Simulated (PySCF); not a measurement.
Excitation energy of Se⁺ by level of theory

Se⁺ [Ar] 3d10 4s2 4p3 (4S) → Se⁺ [Ar] 3d10 4s1 4p3 4d1 (6D), as a difference of total energies. All numbers are calculated (PySCF 2.14, the spin-free X2C one-electron Hamiltonian (Gaussian nucleus), in aug-cc-pVTZ-DK (7s6p4d2f, 59 functions)). Correlated levels: valence: [Ar] 3d10 frozen. The calculations carry no spin-orbit coupling.

```csv
method,excitation energy (eV)
UHF,18.898
LDA,21.774
PBE,21.373
PBE0,21.064
r2SCAN,20.891
HSE06,21.141
B2PLYP,21.320
M06-2X,21.178
MP2 (valence),20.241
SCS-MP2 (valence),20.649
```

How much does correlation contribute at MP2 (valence)?

20.241 − (18.898) = 1.343 eV, measured against UHF.

A first-order spin-orbit estimate (lowest level to lowest level, LS coupling) adds -0.012 eV.

The promoted electron is Rydberg-like, and one or two diffuse shells describe it only roughly, which tends to raise the upper state.
